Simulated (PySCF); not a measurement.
Computed IR spectrum (relative IR intensity) of a molecule C3H8OSi2. Coordinates come from a PBE-D3(BJ)/def2-SVP optimisation. Other conformers were not sampled. Computed with PBE-D3(BJ)/def2-SVP (PySCF). Frequencies are harmonic and unscaled.

ν (cm⁻¹): 282 (vw), 391 (vw), 496 (vw), 630 (m), 656 (vw), 708 (m), 734 (s), 745 (m), 760 (w), 832 (vs), 914 (m), 1111 (vs), 1167 (s), 1227 (w), 1422 (w), 2103 (s), 2138 (s), 2151 (m), 2913 (m), 2986 (m), 3033 (w), 3049 (vw), 3071 (w) (against the strongest line: vs over 80 %, s over 45 %, m over 15 %, w over 4 %, vw less)

Question: Identify the compound among the candidates.
(A) C=C([SiH3])C(=O)[SiH3]
(B) [SiH3]C#CCO[SiH3]
(C) CO[Si@@H]1C=C[SiH2]1
(D) O[SiH2]C1=CC[SiH2]1

Answer: C, CO[Si@@H]1C=C[SiH2]1
